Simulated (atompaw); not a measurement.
## Cl: PAW (atompaw) pseudisation with PBE, scalar-relativistic reference atom.

The input file (atompaw 4.2.0.5):

```
Cl 17
GGA-PBE scalarrelativistic loggrid 1500 logderivrange -4 5 226
3 3 0 0 0 0
3 1 5
0 0 0
c
c
v
c
v
2
1.30 1.00 1.25 1.25
y
2.85
n
y
0.85
n
y
0.25
y
1.15
n
custom rrkj gramschmidtortho sinc
bessel
1.05
1.30
1.30
1.30
1.30
1.30
PWSCFOUT
UPFDX 0.0125d0 UPFXMIN -7.d0 UPFZMESH 17.d0
END
```

Command:

```bash
atompaw < Cl.input > Cl.log
```

The program printed (summary file):

```
Completed calculations for Cl (AE)

 Exchange-correlation type: GGA, Perdew-Burke-Ernzerhof

 Radial integration grid is logarithmic
 r0 =   4.7245608E-04 h =   8.0317534E-03   n =      1500 rmax =   8.0000000E+01

 Scalar relativistic calculation

 AEatom converged in  30 iterations
   nz     =  17.00
   delta  =       4.601310097664E-17

 All Electron Orbital energies:
  n  l      occupancy      energy
  1  0      2.0000000E+00 -2.0221738E+02
  2  0      2.0000000E+00 -1.8572892E+01
  3  0      2.0000000E+00 -1.5208346E+00
  2  1      6.0000000E+00 -1.4084503E+01
  3  1      5.0000000E+00 -6.3173377E-01

 Total energy
   Total                    :     -922.86664882936543

 ---
 Completed calculations for Cl (SC)

 Exchange-correlation type: GGA, Perdew-Burke-Ernzerhof

 Radial integration grid is logarithmic
 r0 =   4.7245608E-04 h =   8.0317534E-03   n =      1500 rmax =   8.0000000E+01

 Scalar relativistic calculation

 SCatom converged in   1 iterations
   nz     =  17.00
   delta  =       3.841059066422E-17

 Valence Electron Orbital energies:
  n  l      occupancy      energy
   3  0      2.0000000E+00 -1.5208346E+00
   3  1      5.0000000E+00 -6.3173377E-01

 Total energy
   Total                    :     -922.86664883139110
   Valence                  :      -79.19778849909120

 PAW parameters:
       lmax =            2
         rc =    1.3091970412564662
        irc =          988
   rc_shape =    1.0042656855377681
    rc_vloc =    1.2576444026125246
    rc_core =    1.2576444026125246
   Vloc: truncated form - Vps(r)=A.sin(qr)/r for r<rc
   Projector type: RRKJ pseudization + Gram-Schmidt ortho.
   Sinc^2 compensation charge shape zeroed at   1.0043E+00

 Number of basis functions     6
 No.   n  nodes  l      Energy         Cp coeff         Occ
  1    3    2    0   -0.1520835E+01  0.1000000E+01  0.2000000E+01
  2  999    3    0    0.2850000E+01 -0.4092341E+00  0.0000000E+00
  3    3    1    1   -0.6317338E+00  0.1000000E+01  0.5000000E+01
  4  999    2    1    0.8500000E+00  0.8831241E-02  0.0000000E+00
  5  999    0    2    0.2500000E+00  0.1000000E+01  0.0000000E+00
  6  999    1    2    0.1150000E+01 -0.1527856E-02  0.0000000E+00

 Eigenvalues of overlap operator (in the basis of projectors):
    1        1.48990122E-01
    2        5.99333205E-01
    3        2.26033220E+00
    4        3.26590960E+00
    5        3.63358426E+00
    6        1.43035451E+01

 Orbital leakage outside PAW augmentation regions
   orb  is_core?  %out_of_sphere
   1 0    T          -0.00
   2 0    T           0.10
   3 0    F          61.32
   2 1    T           0.15
   3 1    F          73.24

 Summary of PAW energies
   Total valence energy     :    -79.19803337791409
   Smooth energy            :     57.35691073943003
   One center               :   -136.55494411734412
   Smooth kinetic           :     11.66049512557183
   Vloc energy              :      2.95065687029234
   Smooth exch-corr         :     -6.12639937376343
   One-center xc            :    -50.01739788178978
```

The run took about 1.1 s on one core of a shared server CPU.
